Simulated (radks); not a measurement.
Excited configurations of Hg2+: one electron is placed in a higher orbital outside [Xe] 4f14 5d9. The ground configuration is [Xe] 4f14 5d10. All-electron calculation, Dirac Kohn-Sham, LDA (Slater exchange, Perdew-Wang correlation), spin-unpolarised, spherical densities, finite nucleus; open shells fill j = l - 1/2 first; Fermi nuclear charge, rms radius 5.4648 fm. Program: a radial shooting solver on a logarithmic mesh with Libxc functionals. Excitation = E - E(ground); binding = E(ion) - E, where the ion is the core of charge +3; n* = 3/sqrt(2 binding) in atomic units, and the quantum defect is n - n*.

outer orbital  excitation (eV)  binding (eV)     n*  quantum defect  eigenvalue (eV)  <r> (bohr)
5f5/2                   26.718         8.272  3.848           1.152           -6.415       5.166
6s1/2                    5.184        29.805  2.027           3.973          -25.143       2.315
6p1/2                   12.897        22.093  2.354           3.646          -18.173       2.724
6d3/2                   23.176        11.814  3.220           2.780           -9.619       4.376
6f5/2                   29.403         5.587  4.682           1.318           -4.572       9.026

The Delta-SCF ionisation energy is 34.989 eV (NIST Atomic Spectra Database: 34.49 eV, measured). Self-interaction in the functional shifts the binding energies and quantum defects, so they are the method's values and not measured ones. Spin polarisation and multiplet splitting are left out, so open shells lie too high by an amount that depends on their filling.

Beside tabulated values, note that spin-unpolarised runs miss the spin-polarisation part of the exchange energy of open shells.
